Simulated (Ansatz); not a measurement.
`BN(C)[SiH2]C` + NH₃ → `C[SiH2]N` + `BNC` at 600 K and 1 bar (ligand exchange at the Si–N bond).

Calculated with Ansatz (gas phase, PBE0-D4/def2-TZVP geometries, no zero-point term in ΔE). CCSD(T)/CBS adds triple-zeta CCSD(T) − MP2 to the extrapolated MP2 energy (def2 sets, frozen cores). This one scheme is used for every species. Each species was taken in one conformer, which may not be the lowest.

```tsv
species	CCSD(T)/CBS energy (Eh)	H − E (kJ/mol)	S (J/(mol·K))
`BN(C)[SiH2]C`	-450.75646	391.0	475.9
NH₃	-56.50880	112.4	219.5
`C[SiH2]N`	-386.08232	261.1	384.5
`BNC`	-121.18426	242.2	328.7
```

H − E and S are ideal-gas, rigid-rotor, harmonic terms from PBE0-D4/def2-TZVP, for one conformer and one mirror image of each species. 1 Eh = 2625.50 kJ/mol, R = 8.31446 J/(mol·K).

By hand: ΔE, ΔH, ΔS and ΔG.

ΔE = (-386.08232) + (-121.18426) − (-450.75646) − (-56.50880) = -0.00132 Eh = -3.5 kJ/mol. Δ(H − E) = 261.1 + 242.2 − 391.0 − 112.4 = -0.1, so ΔH = -3.6 kJ/mol. ΔS = 384.5 + 328.7 − 475.9 − 219.5 = 17.8 J/(mol·K). ΔG = -3.6 − 600 × (17.8)/1000 = -14.3 kJ/mol.

By hand: the equilibrium constant, and the temperature at which ΔG would vanish if ΔH and ΔS stayed fixed.

log₁₀ K = −ΔG/(RT ln 10) = 1.2. ΔH and −TΔS have one sign here, so there is no such temperature. One of them is within its doubt of zero, so this could turn.

TΔS isn't small against ΔH here. A doubt of 5 kJ/mol in ΔE shifts log₁₀ K by 0.4 here. Other conformers and mirror images would add mixing entropy, several J/(mol·K) or more a flexible species. Modes under 60 cm⁻¹, often nearly free rotors, make the harmonic entropy too high. These are equilibria of isolated gas molecules and say nothing of rates. Largest T1 diagnostic: 0.012 (customary marks: 0.02 for closed shells, 0.045 for open ones).
